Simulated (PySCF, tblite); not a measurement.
Isomers of C8H6ClN3, one GFN2-xTB conformer each. Single-point energies are computed at PBE0/pcSseg-1 (PySCF, gas phase, no added dispersion term), electronic only.

Question: Rank them by PBE0/pcSseg-1 energy, lowest first (kcal/mol).
A. `[Cl:1][c:2]1[cH:3][cH:4][c:5](-[n:6]2[n:7][cH:8][cH:9][n:10]2)[cH:11][cH:12]1` with C4–C5–N6–N7 180°
B. `[Cl:1][c:2]1[cH:3][cH:4][c:5](-[n:6]2[cH:7][n:8][n:9][cH:10]2)[cH:11][cH:12]1` with C4–C5–N6–C7 -33°

Answer: B (0.0), A (0.7).

Neighbours under 2.5 kcal/mol apart (Clc1ccc(-n2cnnc2)cc1 and Clc1ccc(-n2nccn2)cc1) can change places with a better method, another conformer or zero-point energy. GFN2-xTB itself gives, in the same order: 0.0, 5.0. Both levels put the same isomer lowest.

Q: Which frontier levels, dipoles and rotational constants go with these structures?

A: 
| SMILES | HOMO (eV, PBE0/pcSseg-1) | LUMO (eV) | dipole (D) | A, B, C (MHz) |
| --- | --- | --- | --- | --- |
| Clc1ccc(-n2cnnc2)cc1 | -7.31 | -1.47 | 4.50 | 3687, 363.4, 335.2 |
| Clc1ccc(-n2nccn2)cc1 | -6.84 | -1.44 | 2.00 | 3648, 380.4, 344.5 |

Q: What happens when harmonic zero-point energies from GFN2-xTB frequencies are added?

A: 
```csv
SMILES,ZPE (kcal/mol),electronic (kcal/mol),with ZPE (kcal/mol)
Clc1ccc(-n2cnnc2)cc1,79.2,0.0,0.0
Clc1ccc(-n2nccn2)cc1,79.4,0.7,0.8
```

The zero-point energies span 0.2 kcal/mol. The order is unchanged.

Q: As an exercise, what shares would exp(−E/RT) give at 2000 K from these electronic energies alone (no entropy, no degeneracies)?

A: RT = 3.974 kcal/mol: Clc1ccc(-n2cnnc2)cc1 54.5 %, Clc1ccc(-n2nccn2)cc1 45.5 %.
